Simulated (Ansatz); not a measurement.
W₃N₃. The state is a doublet with charge 0. Geometry r2SCAN-D4/def2-SVP.

Cartesian coordinates in Å:
```
W -0.596 1.335 0.446
W -0.397 0.087 -1.581
W 0.717 -0.640 0.754
N -0.703 -0.026 1.812
N 1.160 0.764 -0.782
N -0.181 -1.520 -0.648
```

In the def2 sets W takes a core potential; there is no spin–orbit coupling. At r2SCAN-D4/def2-TZVP, PBE0-D4/def2-TZVP, CAM-B3LYP-D4/def2-TZVP, ωB97X-V/def2-TZVP the charge 0 doublet is spin-contaminated (final ⟨S²⟩ up to 1.21, 0.75 for a pure state). No other spin state of charge 0 was run. Another isomer (doublet) lies 0.24 eV lower at PBE0-D4/def2-TZVP; other spin states weren't run for this one.

Q: Estimate the α-spin orbital energies around the gap (eV) in Ansatz with PBE-D4/def2-TZVP, r2SCAN-D4/def2-TZVP, PBE0-D4/def2-TZVP, CAM-B3LYP-D4/def2-TZVP, ωB97X-V/def2-TZVP.

A: 
| orbital | PBE-D4/def2-TZVP | r2SCAN-D4/def2-TZVP | PBE0-D4/def2-TZVP | CAM-B3LYP-D4/def2-TZVP | ωB97X-V/def2-TZVP |
| --- | --- | --- | --- | --- | --- |
| HOMO−5 | -6.72 | -6.94 | -7.67 | -8.88 | -9.83 |
| HOMO−4 | -6.60 | -6.76 | -7.57 | -8.70 | -9.65 |
| HOMO−3 | -5.47 | -5.60 | -6.35 | -7.42 | -8.32 |
| HOMO−2 | -5.21 | -5.30 | -5.94 | -7.04 | -7.90 |
| HOMO−1 | -4.32 | -4.61 | -5.17 | -6.29 | -7.16 |
| HOMO | -3.87 | -3.98 | -4.52 | -5.61 | -6.46 |
| LUMO | -3.43 | -3.47 | -2.92 | -2.14 | -1.21 |
| LUMO+1 | -3.24 | -3.13 | -2.43 | -1.44 | -0.50 |
| LUMO+2 | -3.20 | -3.04 | -2.37 | -1.28 | -0.28 |
| LUMO+3 | -3.00 | -2.69 | -2.06 | -1.05 | -0.09 |
| LUMO+4 | -2.76 | -2.47 | -1.83 | -0.70 | 0.35 |
| LUMO+5 | -2.32 | -2.14 | -1.52 | -0.48 | 0.53 |
| β HOMO | -4.10 | -4.43 | -5.09 | -6.09 | -6.95 |
| β LUMO | -3.12 | -3.09 | -2.53 | -1.82 | -0.94 |
